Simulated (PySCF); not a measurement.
H₂O₃Ti, SMILES [O]=[Ti]([OH])[OH], multiplicity 1. Heavy atoms are numbered as in [Ti:1](=[O:2])([OH:3])[OH:5]. Hydrogens are named by the atom that carries them.

The structure is a stationary point at PBE0-D3(BJ)/def2-SVP. The multiplicity is an assumed one; other spin states were not compared. Other conformers were not sampled.

Calculation: HF/def2-TZVPD (PySCF).

Mulliken values depend strongly on the basis, most of all with diffuse functions as here. ESP charges are fitted to the potential on shells at 1.4 to 2.0 van der Waals radii. Atomic charges (e), one atom of each kind:

```
atom     ESP fit  Mulliken  meta-Löwdin
-------  -------  --------  -----------
Ti1         1.78      2.21         1.85
O2         -0.83     -0.88        -0.75
O3 (OH)    -0.89     -0.98        -0.91
H on O3     0.41      0.31         0.36
```
